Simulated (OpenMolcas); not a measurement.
Er2+: from CASSCF to CASPT2

```json
{
 "Program": "OpenMolcas",
 "Basis": "ANO-RCC-VDZP [7s6p4d2f1g]",
 "Scalar Hamiltonian": "DKH2, point nucleus",
 "Active space": "12 electrons in 7 orbitals (4f)",
 "State averaging": "2S+1 = 3 even, 21 roots; 2S+1 = 1 even, 28 roots (27 in the spin-orbit step)",
 "Spin-orbit coupling": "state interaction with AMFI integrals over the reference wave functions, term energies averaged over their components"
}
```

Methods on the same reference wave functions:
A. CASSCF
B. SS-CASPT2, IPEA 0.25 Eh, imaginary shift 0.1 Eh (closed shells correlated: 5s 5p)

Energies in cm⁻¹ above 4f¹² ³H₆, the measured ground level; measured values from Martin, Zalubas and Hagan, Atomic Energy Levels: The Rare-Earth Elements, NSRDS-NBS 60 (1978); the list in Deprince et al., Eur. Phys. J. D 78, 105 (2024).

| Level | A | B | Measured |
| --- | --- | --- | --- |
| 4f¹² ³H₆ | 0.0 | 0.0 | 0.0 |
| 4f¹² ³F₄ [51 %] | 6291 | 5410 |  |
| 4f¹² ³H₅ | 7046 | 7060 | 6970 |
| 4f¹² ³H₄ [60 %] | 11532 | 11060 | 10785 |
| 4f¹² ³F₃ | 14439 | 12960 | 12473 |
| 4f¹² ³F₂ | 15799 | 14110 | 13220 |
| 4f¹² ¹G₄ [60 %] | 19072 | 18810 | 18384 |
| 4f¹² ¹D₂ [58 %] | 31296 | 28170 |  |
| 4f¹² ¹I₆ | 37635 | 35730 |  |
| 4f¹² ³P₁ | 41544 | 37310 |  |
| 4f¹² ³P₂ [70 %] | 41937 | 38060 |  |
| 4f¹² ³P₀ | 42684 | 38450 |  |

Deviations, from unrounded energies. A percentage is the sum of absolute deviations over the sum of measured energies, with the sign that they share, or ± where signs differ.

```csv
Against measurement,Levels,A,B
mean absolute deviation (cm-1),5,1200,440
fine structure of the ground term (%),2,+4.6,+2.1
other terms of the ground configuration (%),3,+11.9,+4.1
```

B lies closest to measurement on these levels. The largest miss of B in the table is 4f¹² ³F₂, by +890 cm-1. The ranking rests on the paired levels alone, and a cruder setting can come out closer through cancelling errors.

From A to B the spin-free energies of the other terms of 4f¹² shown, above ³H, scale by factors of 0.80 to 0.98.

The lowest spin-free term lies below A's lowest term by 0.910 hartree in B.

Term energies are means over components that CASPT2 splits; among the terms shown or strongly mixed into the levels shown the widest spread is 1600 cm-1 (4f¹² ¹I, B). Some high roots are left out of the spin-orbit mixing, which shifts the levels that they would mix with. Without dynamic correlation excited terms often stand tens of per cent too high (terms of higher spin than the ground term too low), and those without a measured partner can miss by more than the paired ones (holds for A). The CASPT2 spread within a term exceeds the gap to the next term for 4f¹² ¹I and 4f¹² ³P, so the order of their levels is uncertain (holds for B). Computed and measured levels are paired by configuration, term and J; levels that our copy of the source lacks, or whose pairing is in doubt (as where it misses far off the trend of its configuration), stay unpaired and out of the deviations. Only configurations of the active space appear.

A share in square brackets marks a mixed level and gives the weight of the term that names it, the lowest over the columns.
